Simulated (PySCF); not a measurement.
Computed shifts of a molecule C4H6ClF, PBE/pcSseg-1 run with PySCF, GIAO, gas phase, atoms alike by connectivity averaged where their shifts nearly agree, in ppm (number of nuclei): ¹³C: 155.5 (1), 141.3 (1), 30.1 (1), 16.6 (1). ¹⁹F: -140.7 (1). ¹H: 7.29 (1), 3.25 (1), 2.15 (1), 1.42 (3). References: ¹³C against TMS (σ = 182.0 ppm); ³⁵Cl against HCl (σ = 936.5 ppm); ¹⁹F against CFCl3 (σ = 133.6 ppm); ¹H against TMS (σ = 31.49 ppm), references at their B3LYP-D3(BJ)/def2-TZVP geometries, non-relativistic (without spin–orbit terms, shifts of atoms bonded to Cl or Br come out too high). Geometry: r2SCAN-D4/def2-SVP. The values are those of a single conformer.

Q: Which structure fits?
A) CC/C(F)=C/Cl
B) F[C@H](Cl)C1CC1
C) F[C@H]1C[C@@H](Cl)C1
D) CC/C(Cl)=C\F

A: D, CC/C(Cl)=C\F
